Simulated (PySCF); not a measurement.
A calculated (UHF, PySCF 2.14, aug-cc-pVTZ, no relativity, point nucleus) atom or ion has these occupied shells.

```
shell  electrons  orbital energy (eV)  rms radius, mean of both spins (bohr)
 1s α          1              -5499.7                                 0.0776
 1s β          1              -5499.7                                 0.0776
 2s α          1              -666.79                                  0.335
 2s β          1              -665.09                                  0.335
 2p α          3              -562.07                                  0.304
 2p β          3              -560.36                                  0.304
 3s α          1              -105.72                                   1.03
 3s β          1              -99.822                                   1.03
 3p α          3              -74.942                                   1.11
 3p β          3              -67.680                                   1.11
 3d α          3              -30.472                                   1.42
```

(1) Name the element and its charge.

Answers

(1) V(2+) (vanadium, charge +2), in [Ar] 3d3, high-spin 4F determinant.
